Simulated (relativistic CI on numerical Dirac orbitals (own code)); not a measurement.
**Electric-dipole lines of Pt48+**

Calculated at this level of theory: Dirac-Coulomb-Breit CI, KLI orbitals optimised for each configuration, a model potential for QED, unscaled Slater integrals (own radial code, finite nucleus).

CI space (outside the closed core [Ar]): 3d¹⁰4s², 3d¹⁰4s4p, 3d¹⁰4p², 3d¹⁰4s4d, 3d¹⁰4s4f, 3d¹⁰4d², 3d¹⁰4p4d, 3d¹⁰4f², 3d¹⁰4p4f, 3d¹⁰4d4f, 3d¹⁰4s5s, 3d¹⁰4s5p, 3d¹⁰4s5d, 3d¹⁰4s5f, 3d¹⁰4s5g, 3d¹⁰4s6s, 3d¹⁰4s6p, 3d¹⁰4s6d, 3d¹⁰4s6f, 3d⁹4s²4p, 3d¹⁰4s7s, 3d⁹4s²4d, 3d⁹4s²4f, 3d⁹4s²5s, 3d⁹4s²5p, 3d⁹4s²5d. Double excitations out of closed p, d and f shells are left out; levels of such configurations are missing from the list, as are those of other unlisted configurations, and high levels can miss mixing partners. These lack a partner that the ground configuration has and come out too high: 3d⁹4s²4p, 3d⁹4s²4d, 3d⁹4s²4f, 3d⁹4s²5s, 3d⁹4s²5p.

| λ vac (nm) | Lower | Upper | A (s⁻¹) | log gf | S velocity/length |
| --- | --- | --- | --- | --- | --- |
| 0.49823 | 3d¹⁰4s² ¹S0 [1] | 3d⁹4s²4f ¹P°1 [168] | 5.28e+14 | 0.77 | 0.92 |
| 0.51573 | 3d¹⁰4s² ¹S0 [1] | 3d⁹4s²4f ³D°1 [160] | 1.93e+14 | 0.36 | 0.92 |
| 0.88852 | 3d¹⁰4s4d ³D3 [11] | 3d¹⁰4s6f ³F°4 [115] | 1.01e+13 | 0.03 | 0.94 |
| 1.1365 | 3d¹⁰4s4p ³P°2 [5] | 3d¹⁰4s5d ³D3 [93] | 8.02e+12 | 0.04 | 0.98 |
| 1.2433 | 3d¹⁰4s4d ³D1 [9] | 3d¹⁰4s5f ³F°2 [95] | 1.30e+13 | 0.18 | 0.97 |
| 1.2481 | 3d¹⁰4s4d ³D2 [10] | 3d¹⁰4s5f ³F°3 [96] | 1.36e+13 | 0.35 | 0.97 |
| 1.2735 | 3d¹⁰4s4d ³D3 [11] | 3d¹⁰4s5f ³F°4 [97] | 1.57e+13 | 0.54 | 0.97 |
| 1.2832 | 3d¹⁰4s4d ¹D2 [12] | 3d¹⁰4s5f ¹F°3 [98] | 1.37e+13 | 0.37 | 0.97 |
| 1.4068 | 3d¹⁰4s4p ³P°2 [5] | 3d¹⁰4s5s ³S1 [72] | 8.16e+12 | -0.14 | 0.94 |
| 1.4800 | 3d¹⁰4s4f ³F°3 [19] | 3d¹⁰4s5g ³G4 [100] | 2.14e+13 | 0.80 | 0.97 |
| 1.4837 | 3d¹⁰4s4f ³F°2 [20] | 3d¹⁰4s5g ³G3 [99] | 2.67e+13 | 0.79 | 0.97 |
| 1.4914 | 3d¹⁰4s4f ³F°4 [21] | 3d¹⁰4s5g ³G5 [101] | 2.86e+13 | 1.02 | 0.97 |
| 1.4928 | 3d¹⁰4s4f ¹F°3 [22] | 3d¹⁰4s5g ¹G4 [102] | 2.09e+13 | 0.80 | 0.97 |
| 4.0222 | 3d¹⁰4p4d ³F°2 [15] | 3d¹⁰4d² ³F2 [35] | 1.18e+12 | 0.16 | 1.00 |
| 4.0585 | 3d¹⁰4s4p ³P°0 [2] | 3d¹⁰4s4d ³D1 [9] | 8.48e+11 | -0.20 | 1.01 |
| 4.0598 | 3d¹⁰4p² ¹D2 [8] | 3d¹⁰4p4d ³F°3 [26] | 8.27e+11 | 0.16 | 1.01 |
| 4.1081 | 3d¹⁰4p² ³P0 [4] | 3d¹⁰4p4d ³D°1 [16] | 1.66e+12 | 0.10 | 1.01 |
| 4.1084 | 3d¹⁰4s4p ³P°1 [3] | 3d¹⁰4s4d ³D2 [10] | 1.46e+12 | 0.27 | 1.00 |
| 4.1803 | 3d¹⁰4p² ¹D2 [8] | 3d¹⁰4p4d ³D°2 [23] | 7.48e+11 | -0.01 | 1.01 |
| 4.2089 | 3d¹⁰4p4f ³G4 [34] | 3d¹⁰4d4f ³H°5 [56] | 8.43e+11 | 0.39 | 1.08 |
| 4.2118 | 3d¹⁰4p4d ³F°3 [17] | 3d¹⁰4d² ¹G4 [38] | 8.52e+11 | 0.31 | 1.03 |
| 4.2592 | 3d¹⁰4p4f ³G3 [31] | 3d¹⁰4d4f ³H°4 [52] | 1.11e+12 | 0.44 | 1.06 |
| 4.2904 | 3d¹⁰4p4d ³D°1 [16] | 3d¹⁰4d² ³F2 [35] | 1.29e+12 | 0.25 | 1.02 |
| 4.8841 | 3d¹⁰4s4p ³P°2 [5] | 3d¹⁰4p² ³P2 [13] | 6.12e+11 | 0.04 | 1.00 |
| 4.9944 | 3d¹⁰4s4p ³P°0 [2] | 3d¹⁰4p² ³P1 [7] | 4.77e+11 | -0.27 | 1.00 |
| 5.0333 | 3d¹⁰4s² ¹S0 [1] | 3d¹⁰4s4p ¹P°1 [6] | 9.97e+11 | 0.06 | 0.83 |
| 5.0549 | 3d¹⁰4s4d ³D2 [10] | 3d¹⁰4p4d ³F°3 [26] | 1.05e+12 | 0.45 | 1.01 |
| 5.1304 | 3d¹⁰4s4p ³P°1 [3] | 3d¹⁰4p² ¹D2 [8] | 3.98e+11 | -0.11 | 1.01 |
| 5.1647 | 3d¹⁰4s4f ³F°4 [21] | 3d¹⁰4p4f ³G5 [45] | 4.40e+11 | 0.29 | 1.01 |
| 5.2789 | 3d¹⁰4s4p ¹P°1 [6] | 3d¹⁰4p² ³P2 [13] | 9.67e+11 | 0.31 | 1.00 |
| 5.3048 | 3d¹⁰4s4d ³D3 [11] | 3d¹⁰4p4d ³F°4 [27] | 7.96e+11 | 0.48 | 1.01 |
| 5.3433 | 3d¹⁰4s4d ¹D2 [12] | 3d¹⁰4p4d ³P°2 [28] | 6.74e+11 | 0.16 | 0.99 |
| 5.7760 | 3d¹⁰4p4d ³F°2 [15] | 3d¹⁰4p4f ³G3 [31] | 3.75e+11 | 0.12 | 1.02 |
| 5.9683 | 3d¹⁰4p4d ³F°3 [26] | 3d¹⁰4d² ³F4 [47] | 9.24e+11 | 0.65 | 1.03 |
| 5.9763 | 3d¹⁰4p4d ³D°2 [23] | 3d¹⁰4p4f ¹F3 [41] | 5.64e+11 | 0.32 | 1.03 |
| 6.1213 | 3d¹⁰4p² ³P2 [13] | 3d¹⁰4p4d ¹F°3 [29] | 9.68e+11 | 0.58 | 1.01 |
| 6.1670 | 3d¹⁰4s4p ³P°2 [5] | 3d¹⁰4s4d ³D3 [11] | 4.51e+11 | 0.25 | 1.01 |
| 6.3289 | 3d¹⁰4p² ³P1 [7] | 3d¹⁰4p4d ³P°2 [18] | 3.68e+11 | 0.04 | 1.01 |
| 6.3760 | 3d¹⁰4p² ¹D2 [8] | 3d¹⁰4p4d ³F°3 [17] | 2.78e+11 | 0.07 | 1.01 |
| 6.3962 | 3d¹⁰4p4d ¹F°3 [29] | 3d¹⁰4d² ¹G4 [50] | 1.03e+12 | 0.76 | 1.04 |
| 6.4027 | 3d¹⁰4p4d ³F°4 [27] | 3d¹⁰4p4f ³G5 [45] | 4.35e+11 | 0.47 | 1.02 |
| 6.4792 | 3d¹⁰4d² ³F4 [47] | 3d¹⁰4d4f ³G°5 [65] | 6.94e+11 | 0.68 | 1.08 |
| 6.6194 | 3d¹⁰4s4d ³D3 [11] | 3d¹⁰4s4f ³F°4 [21] | 1.88e+11 | 0.04 | 1.03 |
| 6.6550 | 3d¹⁰4p4f ³G5 [45] | 3d¹⁰4d4f ³H°6 [61] | 3.73e+11 | 0.51 | 1.09 |
| 6.7140 | 3d¹⁰4d² ¹G4 [50] | 3d¹⁰4d4f ¹H°5 [70] | 8.20e+11 | 0.78 | 1.11 |

Terms are leading LS components. Brackets give the number of a level in order of energy, since labels repeat. The list gives strong lines, with weight on those to low levels, among the lowest 168 of 202 levels, so that lines to higher ones, which can be the strongest, are missing. Levels whose partners in the same complex of configurations lie outside the list can be far off, and so can their lines. Rates are taken at the computed energies, electric ones in the length gauge. A velocity-to-length ratio far from 1 marks an uncertain rate.

At this charge energies of transitions that change n are usually good to better than 1 %, and those within a shell (Δn = 0) to a few per cent.

LS names give the leading component of a level, which can be under half, so a name can repeat, a term be missing and a line seem to break the LS rules.
